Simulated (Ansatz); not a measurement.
Two members of one family (Series SbX3), computed with Ansatz in the gas phase; def2 core potentials for Sb, no spin–orbit coupling. The two geometries come from different levels. Binding counts from free atoms in the multiplicity of their measured ground term, without zero-point energy. A dash marks a value that wasn't run or was left out as unsound. The structures are stationary points that may keep the symmetry of their start. Remarks come from the PBE and PBE0 runs and from stability tests at other levels; not every state was tested. HOMO above LUMO (over both spins in singlets and doublets, within one spin in higher multiplets; at PBE or PBE0), or a gap under 0.15 eV within one spin, warns that the state may not be the lowest or that an electron is smeared out.

First: SbH3 (singlet, charge 0, PBE-D4/def2-TZVP geometry).

```xyz
4

Sb    0.353    0.417   -0.497
H     0.901   -1.117    0.069
H    -1.244   -0.204   -0.688
H    -0.010    0.903    1.117
```

```json
{"level": "LDA (SPW92)/def2-TZVP", "HOMO (eV)": "-6.68", "LUMO (eV)": "-1.07", "gap (eV)": "5.61", "vertical IE (eV)": "–", "vertical triplet (eV)": "–", "binding per atom (eV)": "2.45"}
{"level": "PBE-D4/def2-TZVP", "HOMO (eV)": "-6.57", "LUMO (eV)": "-0.96", "gap (eV)": "5.61", "vertical IE (eV)": "9.92", "vertical triplet (eV)": "5.09", "binding per atom (eV)": "2.11"}
{"level": "r2SCAN-D4/def2-TZVP", "HOMO (eV)": "-6.83", "LUMO (eV)": "-0.71", "gap (eV)": "6.11", "vertical IE (eV)": "9.94", "vertical triplet (eV)": "5.05", "binding per atom (eV)": "2.10"}
{"level": "PBE0-D4/def2-SVP", "HOMO (eV)": "-7.50", "LUMO (eV)": "-0.03", "gap (eV)": "7.48", "vertical IE (eV)": "–", "vertical triplet (eV)": "–", "binding per atom (eV)": "2.05"}
{"level": "ωB97X-V/def2-TZVP", "HOMO (eV)": "-9.79", "LUMO (eV)": "1.72", "gap (eV)": "11.51", "vertical IE (eV)": "9.99", "vertical triplet (eV)": "–", "binding per atom (eV)": "2.18"}
```

Second: SbCl3 (singlet, charge 0, PBE0-D4/def2-SVP geometry).

```xyz
4

Sb    0.221    0.832   -0.136
Cl    1.248   -0.372    1.617
Cl    0.552   -0.754   -1.854
Cl   -2.021    0.294    0.374
```

Task: Estimate the same table for the second.

Result: 
```csv
level,HOMO (eV),LUMO (eV),gap (eV),vertical IE (eV),vertical triplet (eV),binding per atom (eV)
LDA (SPW92)/def2-TZVP,-7.66,-3.04,4.62,–,–,3.06
PBE-D4/def2-TZVP,-7.48,-2.78,4.70,10.24,4.37,2.65
r2SCAN-D4/def2-TZVP,-7.81,-2.66,5.15,10.46,4.45,2.53
PBE0-D4/def2-SVP,-8.44,-1.90,6.54,–,–,2.43
ωB97X-V/def2-TZVP,-10.78,-0.09,10.69,–,–,2.53
```

Remarks: gap within one spin near zero at PBE or PBE0 (triplet).
